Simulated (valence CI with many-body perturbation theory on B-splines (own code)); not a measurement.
**Basis-set convergence for Lu⁴⁹⁺**

Calculated by valence CI with perturbative core correlation (CI+MBPT): four valence electrons over a frozen Dirac-Fock core [Ar], a basis of 7 s, 7 p, 8 d, 6 f, 4 g, 1 h functions for each j, with the one-electron correlation potential Σ1 (screened to all orders), the two-electron term Σ2, the three-electron term Σ3, Breit, model QED; selected single and double excitations, second order for the rest, scaled by the run's own slope (own B-spline code, finite nucleus).

No measured spectrum was set against this ion. As an estimate, large intervals hold to a few tenths of a per cent, small ones and those within an open d or f shell to about a per cent. Only levels of the ground parity were solved; by the run's estimate the other parity begins above the list, which can be wrong where configurations are misplaced.

The reference run has the lowest level (3d3/2^4) J=0 and an ionisation energy of 4404.16 eV. Its largest variational space holds 17317 state functions.

Levels are named by their leading jj configuration (3d3/2^4 stands for four electrons in 3d with j = 3/2), which in mixed levels can hold well under half, so a name can repeat and another be missing. Letters in brackets count levels of one name in rising energy.

Changed runs:
A. basis 6 s, 6 p, 5 d, 5 f, 1 g
B. basis 5 s, 5 p, 4 d, 4 f

Excitation energies of the reference run in cm⁻¹, and shifts in cm⁻¹:

| Level | Reference | A | B |
| --- | --- | --- | --- |
| (3d3/2^3 3d5/2) J=1 | 414969 | -246 | -420 |
| (3d3/2^3 3d5/2) J=4 | 507189 | +19 | +301 |
| (3d3/2^3 3d5/2) J=2 | 527010 | -82 | +226 |
| (3d3/2^3 3d5/2) J=3 | 554079 | -25 | +383 |
| (3d3/2^2 3d5/2^2) J=0 [a] | 896695 | -266 | -489 |
| (3d3/2^2 3d5/2^2) J=2 [a] | 904167 | -216 | -89 |
| (3d3/2^2 3d5/2^2) J=4 [a] | 918717 | -215 | -157 |
| (3d3/2^2 3d5/2^2) J=3 [a] | 934106 | -243 | -107 |
| (3d3/2^2 3d5/2^2) J=5 | 963686 | -83 | +286 |
| (3d3/2^2 3d5/2^2) J=6 | 985840 | +17 | +559 |
| (3d3/2^2 3d5/2^2) J=1 | 1000310 | -91 | +357 |
| (3d3/2^2 3d5/2^2) J=3 [b] | 1027240 | +5.5 | +711 |
| Ionisation energy (eV) | 4404.16 | -0.09 | -0.14 |
